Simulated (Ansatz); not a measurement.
Isolated molecules relaxed with PBE0-D4/def2-TZVP in Ansatz; ΔE leaves out vibrations. CCSD(T)/CBS is the MP2 limit (def2-TZVPP, def2-QZVPP) plus CCSD(T) − MP2 in def2-TZVPP, frozen cores. This one scheme is used for every species. Functionals use def2-TZVPP. B3LYP here is the variant with VWN-RPA as its local correlation; programs differ in this. Each species was taken in one conformer, which may not be the lowest.

Reaction (ligand exchange at a B–S bond): `COB(S)Cl` + HCl → `COB(Cl)Cl` + H₂S

`COB(S)Cl`:

Cartesian coordinates in Å:
```
C -0.447 1.330 -0.169
O -0.391 0.006 0.336
B 0.512 -0.900 -0.066
S 0.523 -2.569 0.621
Cl 1.740 -0.524 -1.285
H -0.632 1.327 -1.245
H -1.268 1.831 0.340
H 0.486 1.861 0.030
H -0.523 -2.362 1.439
```

HCl:

Z-matrix (Å, degrees):
```
Cl
H 1 1.279
```

`COB(Cl)Cl`:

```xyz
8

C     1.129   -0.251   -0.006
O    -0.007    0.324   -0.628
B    -1.241    0.348   -0.131
Cl   -2.500    1.103   -1.087
Cl   -1.664   -0.341    1.436
H     1.947    0.466   -0.079
H     0.937   -0.490    1.040
H     1.400   -1.160   -0.546
```

H₂S:

Z-matrix (Å, degrees):
```
S
H 1 1.341
H 1 1.341 2 92.3
```

```tsv
level	ΔE (eV)
PBE-D4	-0.13
B3LYP-D4	-0.15
ωB97M-V	-0.17
PBE	-0.15
r2SCAN	-0.15
SCS-MP2/def2-TZVPP	-0.15
MP2/def2-QZVPP	-0.14
CCSD/CBS(def2)	-0.15
```

Q: What does CCSD(T)/CBS give? (Best estimate.)

A: Ansatz gave: -0.14 eV. The listed levels differ from it by 0.01, -0.01, -0.03, -0.01, -0.01, -0.01, 0.00, -0.01 eV.

Largest T1 diagnostic among the species: 0.012.

In def2-TZVPP, CCSD(T) changes the Hartree–Fock value by +0.07 eV (the triples alone add +0.01 eV) and MP2 by +0.07 eV.
